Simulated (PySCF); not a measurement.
Coordinates in bohr (charge 0 multiplicity 3):
```
W    -1.4824    0.0000   -1.2016
N    -3.9621    0.0000    0.6988
I     2.5863    0.0000    1.6648
```

Computed with UPBE0/[W def2-SVP with ECP60, N def2-SVP, I def2-SVP with ECP28], scalar-relativistic core potentials, density fitting, no spin–orbit coupling, PySCF.

This geometry of IWN is a stationary point at this level.

Q: What is the point group?

A: Cs.

Q: Is it a minimum?

A: Yes: all harmonic wavenumbers are real.

Q: What are the dipole moment and the gap between the highest occupied and lowest empty levels of either spin?

A: 4.37 D and 2.93 eV.

Q: Give the ideal-gas entropy at 298.15 K and 1 bar by parts.

A: translation 181.0, rotation 115.6, vibration 18.4, spin 9.1; total 324.2 J/(mol K).

This need not be the most stable arrangement of these atoms. With open d or f shells other occupations or spin states may lie lower. With an element this heavy the missing spin–orbit coupling can shift these numbers.
